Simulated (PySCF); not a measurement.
Job file and geometry (Å, from GFN2-xTB) of an NMR shielding run on SMILES C[C@@]1([SiH3])C[BH2-][NH2+]1, C$_{3}$H$_{12}$BNSi, GIAO PBE0/pcSseg-1 NMR shielding, non-relativistic, gas phase (PySCF 2.14.0, density-fitted response routines); density fitting, a coarse starting grid and PySCF grid level 2 are the driver's defaults:

```
$ OMP_NUM_THREADS=1 python probes_run.py task.json out

{"job": {"kind": "nmr", "xc": "PBE0", "basis": "pcSseg-1"}, "charge": 0, "multiplicity": 1}
C     -0.634521    -1.676295     0.059800
C     -0.195277    -0.220158     0.116524
Si    -1.680494     0.979333    -0.002266
C      0.748401     0.128053     1.271215
B      1.738508     0.828791     0.177784
N      0.797288     0.074286    -0.958272
H      0.228303    -2.341264     0.128584
H     -1.171881    -1.898860    -0.863165
H     -1.292051    -1.897963     0.897261
H     -1.209865     2.358360    -0.054069
H     -2.383489     0.662470    -1.256951
H     -2.558026     0.751141     1.143518
H      1.133758    -0.767190     1.760023
H      0.294989     0.750087     2.041472
H      1.615798     2.003995     0.051843
H      2.858649     0.439313     0.101014
H      0.457394     0.604827    -1.755041
H      1.243756    -0.772611    -1.297588
```

**Question.** Write the output of this run.

**Answer.** 
```
coarse grid: 14472 points
cycle   1  E = -490.1066138180  dE =  4.968e-01  |g| = 4.691e-01  |ddm| = 3.568e+00
cycle   2  E = -490.1042563318  dE =  2.357e-03  |g| = 4.987e-01  |ddm| = 1.085e+00
cycle   3  E = -490.1725839245  dE = -6.833e-02  |g| = 6.058e-02  |ddm| = 5.792e-01
cycle   4  E = -490.1733726396  dE = -7.887e-04  |g| = 2.352e-02  |ddm| = 8.330e-02
cycle   5  E = -490.1735023465  dE = -1.297e-04  |g| = 5.953e-03  |ddm| = 2.400e-02
cycle   6  E = -490.1735099583  dE = -7.612e-06  |g| = 1.769e-03  |ddm| = 6.534e-03
final grid: 132216 points
cycle   7  E = -490.2053244898  dE = -5.177e-05  |g| = 7.480e-03  |ddm| = 3.466e-02
cycle   8  E = -490.2053169814  dE =  7.508e-06  |g| = 9.321e-03  |ddm| = 1.596e-02
cycle   9  E = -490.2053391820  dE = -2.220e-05  |g| = 7.562e-04  |ddm| = 9.198e-03
cycle  10  E = -490.2053393027  dE = -1.207e-07  |g| = 2.395e-04  |ddm| = 8.767e-04
cycle  11  E = -490.2053393154  dE = -1.269e-08  |g| = 5.180e-05  |ddm| = 2.176e-04
cycle  12  E = -490.2053393160  dE = -5.768e-10  |g| = 1.703e-05  |ddm| = 6.612e-05
converged SCF energy = -490.2053393160

GIAO shielding tensors (ppm)
atom      isotropic    diamagn.    paramagn.     s11        s22        s33       span
  0 C      153.231     247.051     -93.820    136.530    139.209    183.955     47.425
  1 C      137.099     250.703    -113.604    100.596    136.427    174.274     73.678
  2 Si     406.023     881.228    -475.205    373.248    378.126    466.695     93.447
  3 C      166.384     249.500     -83.116    141.196    163.689    194.266     53.070
  4 B      118.652     188.011     -69.359    100.696    112.684    142.575     41.878
  5 N      205.376     321.516    -116.139    161.010    221.245    233.874     72.865
  6 H       30.160      31.117      -0.957     26.676     28.820     34.985      8.309
  7 H       30.291      30.612      -0.320     25.848     28.466     36.559     10.712
  8 H       30.135      30.239      -0.105     26.068     28.037     36.299     10.231
  9 H       27.190      29.727      -2.537     23.452     26.250     31.868      8.416
 10 H       27.872      29.993      -2.122     24.500     26.091     33.024      8.524
 11 H       27.871      29.791      -1.920     24.559     25.950     33.105      8.546
 12 H       30.638      32.211      -1.573     27.324     29.086     35.502      8.178
 13 H       30.640      31.606      -0.967     26.007     29.822     36.090     10.083
 14 H       28.566      30.177      -1.611     25.904     27.517     32.277      6.373
 15 H       28.717      29.914      -1.197     25.524     27.542     33.087      7.563
 16 H       29.130      33.037      -3.907     23.173     26.688     37.529     14.356
 17 H       29.509      33.263      -3.754     25.436     26.056     37.035     11.599
```

Size and cost of the density-fitted run: 169 basis functions, 53 s wall time on 1 thread of an Arm Neoverse N1, shared host; peak memory 0.77 GiB.
